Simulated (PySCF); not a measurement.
## Telling isomers of C7H4ClOP apart by NMR

PySCF 2.14 calculation with NMR shieldings at PBE0/pcSseg-1/GIAO and GFN2-xTB structure; single conformer, equivalent nuclei averaged, in vacuum, non-relativistic.

References, each an isolated molecule treated in the same way: ¹H (31.72 ppm), ¹³C (186.93 ppm) against TMS. Splittings of carbon signals by F and P are missing where no couplings were computed. Where no couplings were computed, multiplicities follow the n + 1 count of equivalent neighbours, and m marks all less simple cases (inequivalent or close neighbours, rings, F or P nearby). Shifts are as computed. Against solution values, carbons near 30 ppm lie about +3 ppm off and those near 130 ppm about +5 ppm; carbons on Cl a further +6 ppm. Of 1211 compounds with measured shifts, 218 miss one by over three times the rms of a fit or turn the order of signals round; such compounds aren't used in these exercises. Carbons bonded to Cl come out too deshielded.

(1) Tabulate the signals of `Clc1oc2ccccc2p1`, `O=C=Pc1ccc(Cl)cc1` and their relative energies.

(2) What is the quickest way to tell Clc1oc2ccccc2p1 from O=C=Pc1ccc(Cl)cc1?

## Answers

(1) 
```tsv
SMILES	carbon types	δC	δH	E rel. (kcal/mol)
Clc1oc2ccccc2p1	3×C 4×CH	198.5, 162.5, 146.8, 134.1, 131.6, 128.5, 118.6	8.29 (m, 1H), 7.87 (m, 1H), 7.76 (m, 1H), 7.62 (m, 1H)	0.0
O=C=Pc1ccc(Cl)cc1	3×C 4×CH	230.7, 145.2, 139.2, 136.0, 127.3	7.50 (m, 2H), 7.50 (m, 2H)	10.1
```

Energies are electronic energies at PBE0/pcSseg-1 on these geometries, without zero-point or thermal terms, each for the one conformer computed, which needn't be the lowest.

(2) Count the carbon signals: 7 against 5. The first has an aromatic carbon bearing chlorine (C) at 198.5 ppm, the second a central carbon of a heterocumulene (C) at 230.7 ppm. In the proton spectra the most deshielded non-exchanging signals are 8.29 (m, 1H) and 7.50 (m, 2H).
